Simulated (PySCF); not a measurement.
## Calculated data, CH₇NSi₂

Calculation on a computer-drawn molecule: the log of a Hartree-Fock and frozen-core CCSD(T) single point meant for a local Hartree-Fock minimum, with one planted fault or none, to be diagnosed. Offsets are logged minus clean, where the clean run is the same molecule without the fault. The reference is restricted for singlets and unrestricted otherwise, and also for a bond in bohr or an excited solution. Adding or removing an electron swaps singlet and doublet. The excited solution moves the top pair (singlet) or top alpha electron (doublet) to the lowest empty orbital. Highest occupied and lowest empty are orbital energies over both spins, largest force is the largest gradient component, triples share is (T) over the correlation energy, the T1 limit is 0.02 restricted and 0.045 unrestricted, electrons count all cores, a negative frequency is imaginary (commonest isotopes), and the dipole is about the centre of nuclear charge. Program: PySCF 2.14.0.

Common to all runs: meant charge 0; meant multiplicity 1; meant basis cc-pV(D+d)Z; logged electrons 48; logged basis functions 109; logged SCF converged yes; logged spin squared 0; logged CC converged yes; logged SCF stable within its kind yes; possible faults no fault, one electron removed, one electron added, multiplicity raised by two, geometry at a saddle point, SCF held on an excited solution, minimal basis STO-3G, one bond length entered in bohr, all coordinates scaled.

(1) 
```xyz
11
formula=CH7NSi2 logged_highest_occupied=-6.9505 logged_lowest_empty=2.6394 logged_largest_force=0.053632 logged_T1_diagnostic=0.018822 logged_D1_diagnostic=0.075553 logged_triples_share=0.0333 logged_dipole_magnitude=4.9162 logged_energy_HF=-674.17338 logged_energy_CCSD(T)=-674.7558 planted_fault=all_coordinates_scaled,by_-4.8_% HF_energy_offset_from_clean_run=17.09 CCSD(T)_energy_offset_from_clean_run=21.83
N     -0.0395     1.9520     0.9602
C      0.8647     1.5546     0.1826
Si     1.0380     0.0347    -0.6747
Si     0.4621    -1.5463     0.8188
H     -0.6907     1.3466     1.3003
H     -0.1538     2.8712     1.1740
H      1.4957     2.3229    -0.1123
H      2.4454    -0.0042    -0.8709
H      1.4363    -1.8556     1.7979
H     -0.6921    -1.0948     1.5168
H      0.1085    -2.7601     0.1871
```

Units: logged_highest_occupied, logged_lowest_empty in eV; logged_largest_force in hartree/bohr; logged_dipole_magnitude in debye; logged_energy_HF, logged_energy_CCSD(T) in hartree; HF_energy_offset_from_clean_run, CCSD(T)_energy_offset_from_clean_run in kcal/mol.

Drawn bonds:
```
atom  other atom  order
   1           2      1
   2           3      2
   3           4      1
   1           5      1
   1           6      1
   2           7      1
   3           8      1
   4           9      1
   4          10      1
   4          11      1
```

(2) 
```xyz
11
formula=CH7NSi2 logged_highest_occupied=-6.9995 logged_lowest_empty=2.2162 logged_largest_force=1.128e-05 logged_lowest_frequency=97.759 logged_T1_diagnostic=0.021414 logged_D1_diagnostic=0.089164 logged_triples_share=0.035296 logged_dipole_magnitude=5.0129 logged_energy_HF=-674.20062 logged_energy_CCSD(T)=-674.79058 planted_fault=no_fault HF_energy_offset_from_clean_run=0 CCSD(T)_energy_offset_from_clean_run=0
N     -0.0415     2.0505     1.0086
C      0.9083     1.6330     0.1918
Si     1.0904     0.0364    -0.7087
Si     0.4854    -1.6243     0.8600
H     -0.7255     1.4145     1.3658
H     -0.1615     3.0159     1.2332
H      1.5711     2.4400    -0.1179
H      2.5687    -0.0044    -0.9148
H      1.5087    -1.9492     1.8886
H     -0.7270    -1.1500     1.5933
H      0.1140    -2.8992     0.1965
```

Units: logged_highest_occupied, logged_lowest_empty in eV; logged_largest_force in hartree/bohr; logged_lowest_frequency in cm⁻¹; logged_dipole_magnitude in debye; logged_energy_HF, logged_energy_CCSD(T) in hartree; HF_energy_offset_from_clean_run, CCSD(T)_energy_offset_from_clean_run in kcal/mol.

Drawn bonds:
```
atom  other atom  order
   1           2      1
   2           3      2
   3           4      1
   1           5      1
   1           6      1
   2           7      1
   3           8      1
   4           9      1
   4          10      1
   4          11      1
```

Notes: T1 above single-reference limit.
